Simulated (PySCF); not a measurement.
Gas-phase reaction: 4 Sb + 3 C₃H₈ → 4 SbH₃ + 3 C₃H₄ (allene)

Computed with PySCF (xtb for GFN2) and rigid-rotor harmonic-oscillator thermochemistry at 1 bar. † marks an energy on the PBE0/def2-TZVP geometry and frequencies; other levels use their own. MP2 freezes the core. Open shells (unrestricted): Sb (multiplicity 4); the rest are closed-shell singlets. GFN2 has no spin-polarisation term. B3LYP is the form with VWN-RPA correlation. Sb: scalar-relativistic def2 core potential, no spin-orbit coupling. MP2 isn't extrapolated to the basis-set limit.

```csv
level,"ΔH°(298 K), kJ"
B3LYP/def2-TZVP†,238
BLYP/def2-TZVP†,?
GFN2-xTB,?
MP2/def2-SVP†,673
PBE/def2-SVP,288
PBE/def2-TZVP†,?
PBE0/def2-QZVP†,?
PBE0/def2-SVP†,448
LDA/def2-TZVP†,105
ωB97X-V/def2-TZVP†,282
```

Fill in the missing entries.


- BLYP/def2-TZVP†, ΔH°(298 K), kJ: 121
- GFN2-xTB, ΔH°(298 K), kJ: 320
- PBE/def2-TZVP†, ΔH°(298 K), kJ: 235
- PBE0/def2-QZVP†, ΔH°(298 K), kJ: 374
